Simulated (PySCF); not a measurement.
Compound: SbMe3, C₃H₉Sb.
Cartesian coordinates in Å at the PBE0-D3(BJ)/def2-SVP level; atoms count from 1:
```
atom  x, y, z in Å
Sb1    0.0279   -0.0077    1.2050
C2     1.8433   -0.0178    0.0132
H3     2.4714    0.8428    0.2842
H4     1.5954    0.0345   -1.0566
H5     2.4111   -0.9386    0.2107
C6    -0.9021    1.5921    0.0688
H7    -0.8210    1.3862   -1.0086
H8    -0.4048    2.5468    0.2941
H9    -1.9638    1.6768    0.3423
C10   -0.9305   -1.5869    0.0619
H11   -2.0084   -1.5963    0.2799
H12   -0.5093   -2.5630    0.3422
H13   -0.7785   -1.4213   -1.0150
```

Level of theory: PySCF 2.14.0, PBE0-D3(BJ)/def2-SVP geometry optimisation, gas phase, def2 core potentials past Kr.

(1) Which atoms are bound to Sb1, and at what distances?

(2) List the angles at Sb1.

(3) What is the shape at Sb1?

(4) What are the other bond lengths?

Results:

(1) 3 atoms: C6 2.171 Å, C2 2.172 Å, C10 2.172 Å. The nearest atom not counted as bound is H11, at 2.74 Å (others tie with it).

(2) 
```
     angle  degrees  distance of the outer atoms (Å)
C2–Sb1–C10     94.4                             3.19
 C2–Sb1–C6     94.3                             3.18
C6–Sb1–C10     94.1                             3.18
```

(3) Pyramidal: angles 94.4°, 94.3° and 94.1°, sum 282.7°, 1.16 Å off the plane of its three neighbours.

(4) C2–H3 and 8 like bonds 1.100 Å.

Point group: near C3v, missed by 0.13 Å at most; the miss may be what the optimiser left on a soft mode (C3 holds within 0.08 Å). Charge 0, singlet. Not checked by PBE0-D3(BJ)/def2-SVP frequencies.
